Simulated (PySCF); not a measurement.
**$^{33}$S chemical shifts**

- shieldings: GIAO PBE0/pcSseg-1
- geometry from GFN2-xTB
- run in PySCF 2.14
- a single conformation, relativity neglected, one averaged value for each set of equivalent atoms, no solvent model

Shieldings were converted by a linear fit to measured shifts: $^{33}$S (scatter 33.3 ppm rms vs sulfate, solution or neat liquid). Occasional misses reach two or three times the rms, and more in compound classes unlike the fitted ones.

Task: Give the $^{33}$S shifts of `FCC[SiH2][SiH2]S[SiH3]`.

Result: 
| compound | environment | δ (ppm) |
| --- | --- | --- |
| FCC[SiH2][SiH2]S[SiH3] | sulfur bonded to 2 Si | -626 |

Task: Match the shifts -347, -492, -598 ppm to `CS[Si@H](C[SiH3])[SiH2]F`, `O=CC#CC#C[SiH2]S[SiH3]`, `CSc1cnn(C)n1`.

Result: -347: CSc1cnn(C)n1 (sulfide sulfur); -492: CS[Si@H](C[SiH3])[SiH2]F (sulfur bonded to C, Si); -598: O=CC#CC#C[SiH2]S[SiH3] (sulfur bonded to 2 Si).
